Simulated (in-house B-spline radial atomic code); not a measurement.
A calculation on Cd II (Cd+) (an excited or competing configuration): its settings, and results tabulated from the run. Computed with a B-spline radial code for spherical atoms: Dirac-Hartree-Fock, average of configuration, Fermi nucleus of rms radius 4.6087 fm.

Command:
```bash
python run_scf.py task.json out
```
Settings (nuclear radius in fm, mass in u):
```
Z                48
configuration    [Ar] 3d9 4s2 4p6 4d10 5s1 8g1
hamiltonian      dirac
method           hf
spin_polarised   False
nucleus          fermi
rms_radius       4.6087
atomic_mass      113.90336
speed_of_light   137.035999084
```

Output (hartree, bohr):
```
 radial grid: 93 intervals, B-splines of order 8, outer radius 173.4 bohr

 iter        energy (Eh)    residual
    1       -5570.784196    5.74e-01
    2       -5574.778552    3.45e-01
    3       -5577.370752    7.02e-02
    4       -5577.503136    1.43e-02
    5       -5577.508652    8.22e-03
    6       -5577.510474    5.93e-04
    7       -5577.510488    2.78e-04
    8       -5577.510490    2.75e-05
    9       -5577.510490    1.63e-06
   10       -5577.510490    1.15e-07

 total energy                     -5577.51049
 kinetic                            5850.4886
 electron-nucleus                 -13475.4722
 electron-electron                  2047.4731

 first-order corrections (not in the total)
   Gaunt                             4.2678
   retardation                      -0.4333
   frequency dependence             -0.0346
   self-energy                       2.8923
   Uehling                          -0.3650
   Wichmann-Kroll                    0.0070
   recoil                            0.0185

 orbital      occ     eigenvalue          <r>       <r^2>       <1/r>       r_max    small
 1s1/2      2.000      -989.4751    0.0303906  0.00124925     50.6414     0.01968  3.10e-02
 2s1/2      2.000      -151.9421     0.130997   0.0202946     11.7211      0.1112  6.54e-03
 2p1/2      2.000      -141.1634     0.111265   0.0152102     11.6633     0.08606  6.52e-03
 2p3/2      4.000      -134.0539     0.116381   0.0165137      10.934     0.09036  6.25e-03
 3s1/2      2.000       -30.9806     0.353817    0.143196     4.15785      0.3218  1.90e-03
 3p1/2      2.000       -26.6067     0.345424    0.138585     4.05639      0.3087  1.83e-03
 3p3/2      4.000       -25.2757     0.355804    0.146848     3.88164      0.3183  1.76e-03
 3d3/2      3.600       -17.7862      0.33053    0.130595     3.69423      0.2627  1.62e-03
 3d5/2      5.400       -17.5178     0.333908    0.133144       3.649      0.2655  1.60e-03
 4s1/2      2.000        -5.7927      0.86712    0.850159     1.59075       0.785  4.79e-04
 4p1/2      2.000        -4.2910     0.920996     0.96853     1.47684      0.8157  4.25e-04
 4p3/2      4.000        -4.0521     0.947731      1.0256     1.42429      0.8383  4.05e-04
 4d3/2      4.000        -1.6612      1.14908     1.56605     1.17111       0.937  2.96e-04
 4d5/2      6.000        -1.6277      1.16373     1.60671     1.15485      0.9472  2.90e-04
 5s1/2      1.000        -0.9378      2.45255     6.76511    0.518056       2.144  6.39e-05
 8g7/2      0.444        -0.0313      42.9852     2086.74   0.0312765       48.84  8.33e-07
 8g9/2      0.556        -0.0313      42.9853     2086.75   0.0312766       48.84  8.33e-07
```

Cost of the run: 6.2 s on 1 thread of Arm Neoverse V1, on a shared host.

For the Dirac Hamiltonian the kinetic term is c α·p + (β - 1)c².
